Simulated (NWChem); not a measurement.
Program: NWChem. System: CH$_{2}$F, charge 0, spin multiplicity 2, displaced from the optimised geometry. The structure started from a generated list of species. Its SCF solution wasn't tested for a lower state. Level: UBLYP/def2-SVP.

Input file:

```
start mol
memory heap 200 mb stack 900 mb global 1100 mb
geometry units angstroms nocenter noautoz
  C     -0.653364     0.075501     0.000000
  F      0.692403    -0.040191     0.000000
  H     -1.155720    -0.045643     0.986292
  H     -1.155720    -0.045643    -0.986292
  symmetry group Cs
end
basis spherical
  * library def2-svp
end
dft
  xc becke88 lyp
  odft
  mult 2
  semidirect memsize 60000000 filesize 0
  iterations 100
  grid xcoarse
end
task dft gradient
```

Part of the output:

```
             Northwest Computational Chemistry Package (NWChem) 7.3.0
             --------------------------------------------------------

                                NWChem Input Module
                                -------------------

 Scaling coordinates for geometry "geometry" by  1.889725989
 (inverse scale =  0.529177249)

 Turning off AUTOSYM since
 SYMMETRY directive was detected!

                             Geometry "geometry" -> ""
                             -------------------------

 Output coordinates in angstroms (scale by  1.889725989 to convert to a.u.)

  No.       Tag          Charge          X              Y              Z
 ---- ---------------- ---------- -------------- -------------- --------------
    1 C                    6.0000    -0.65336400     0.07550100     0.00000000
    2 F                    9.0000     0.69240300    -0.04019100     0.00000000
    3 H                    1.0000    -1.15572000    -0.04564300     0.98629200
    4 H                    1.0000    -1.15572000    -0.04564300    -0.98629200

 Effective nuclear repulsion energy (a.u.)      31.6739006077

            Nuclear Dipole moment (a.u.)
            ----------------------------
        X                 Y               Z
 ---------------- ---------------- ----------------
     0.0000056692     0.0000018897     0.0000000000

      Symmetry information
      --------------------

 Group name             Cs
 Group number              2
 Group order               2
 No. of unique centers     3

      Symmetry unique atoms

     1    2    3


 Summary of "ao basis" -> "" (spherical)
 ------------------------------------------------------------------------------
       Tag                 Description            Shells   Functions and Types
 ---------------- ------------------------------  ------  ---------------------
 *                          def2-svp                  on all atoms

                                 NWChem DFT Module
                                 -----------------

 Summary of "ao basis" -> "ao basis" (spherical)
 ------------------------------------------------------------------------------
[...]
     2   0 2 0     -9.131290     -5.685415     -3.634809      0.188934
     2   0 1 1      0.000000      0.000000      0.000000      0.000000
     2   0 0 2     -7.872907     -7.649475     -7.171094      6.947662

            General Information
            -------------------
          SCF calculation type: DFT
          Wavefunction type:  spin polarized.
          No. of atoms     :     4
          No. of electrons :    17
           Alpha electrons :     9
            Beta electrons :     8
          Charge           :     0
          Spin multiplicity:     2
          Use of symmetry is: on ; symmetry adaption is: on
          Maximum number of iterations: 100
          AO basis - number of functions:    38
                     number of shells:    18
          Convergence on energy requested:  1.00D-06
          Convergence on density requested:  1.00D-05
          Convergence on gradient requested:  5.00D-04

              XC Information
              --------------
                    Becke 1988 Exchange Functional  1.000
              Lee-Yang-Parr Correlation Functional  1.000

             Grid Information
             ----------------
          Grid used for XC integration:  xcoarse
          Radial quadrature: Mura-Knowles
          Angular quadrature: Lebedev.
          Tag              B.-S. Rad. Rad. Pts. Rad. Cut. Ang. Pts.
          ---              ---------- --------- --------- ---------
          C                   0.70       21           5.0       194
          F                   0.50       21           6.0       194
          H                   0.35       21           7.0       194
          Grid pruning is: on
          Number of quadrature shells:    63
          Spatial weights used:  Erf1

          Convergence Information
          -----------------------
          Convergence aids based upon iterative change in
          total energy or number of iterations.
          Levelshifting, if invoked, occurs when the
          HOMO/LUMO gap drops below (HL_TOL):  1.00D-02
          DIIS, if invoked, will attempt to extrapolate
          using up to (NFOCK): 10 stored Fock matrices.

                    Damping( 0%)  Levelshifting(0.5)       DIIS
                  --------------- ------------------- ---------------
          dE  on:    start            ASAP                start
          dE off:    2 iters        100 iters           100 iters

      Screening Tolerance Information
      -------------------------------
          Density screening/tol_rho:  1.00D-10
          AO Gaussian exp screening on grid/accAOfunc:  14
          CD Gaussian exp screening on grid/accCDfunc:  20
          XC Gaussian exp screening on grid/accXCfunc:  20
          Schwarz screening/accCoul:  1.00D-08

                            NWChem DFT Gradient Module
                            --------------------------

  charge          =   0.00
  wavefunction    = open shell

  Using symmetry

                         DFT ENERGY GRADIENTS

    atom               coordinates                        gradient
                 x          y          z           x          y          z
   1 C      -1.234679   0.142676   0.000000    0.005054  -0.000005   0.000000
   2 F       1.308452  -0.075950   0.000000    0.002048   0.000258   0.000000
   3 H      -2.183994  -0.086253   1.863822   -0.003551  -0.000126   0.006252
   4 H      -2.183994  -0.086253  -1.863822   -0.003551  -0.000126  -0.006252

                 ----------------------------------------
                 |  Time  |  1-e(secs)   |  2-e(secs)   |
                 ----------------------------------------
                 |  CPU   |       0.00   |       0.43   |
                 ----------------------------------------
                 |  WALL  |       0.00   |       0.43   |
                 ----------------------------------------

 Task  times  cpu:        1.0s     wall:        1.0s

 Total times  cpu:        1.0s     wall:        1.0s
```
